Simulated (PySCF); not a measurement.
## Electronic structure of Ag⁴⁴⁺ (silver, charge +44) at the UHF level

Configuration: [He] 2s1, 2S determinant. Computed with PySCF 2.14 in an even-tempered Gaussian basis (19 s from 20 bohr⁻², ratio 2.2; 8 p from 30 bohr⁻², ratio 2.4; 5 d from 91 bohr⁻², ratio 2.4; 5 f from 140 bohr⁻², ratio 2.4; 4 g from 200 bohr⁻², ratio 2.4), with the spin-free X2C one-electron Hamiltonian (Gaussian nucleus).

| Property | Result |
| --- | --- |
| Total energy | -2514.090749 hartree |
| One-electron energy | -2564.5171 hartree |
| Hartree (Coulomb) energy | 86.3613 hartree |
| Exchange energy | -35.9349 hartree |
| ⟨S²⟩ | 0.7500 |
| ⟨L²⟩ | 0.000 |
| Sum of ⟨r⟩ | 0.1862 bohr |
| Sum of ⟨r²⟩ | 0.02099 bohr² |

| shell | electrons | mean orbital energy (eV) | rms radius, mean of both spins (bohr) |
| --- | --- | --- | --- |
| 1s α | 1 | -29897.6 | 0.0354 |
| 1s β | 1 | -29865.4 | 0.0354 |
| 2s α | 1 | -7276.7 | 0.136 |

Densities and radii are taken from the X2C orbitals without a picture-change correction, which distorts them close to the nucleus.
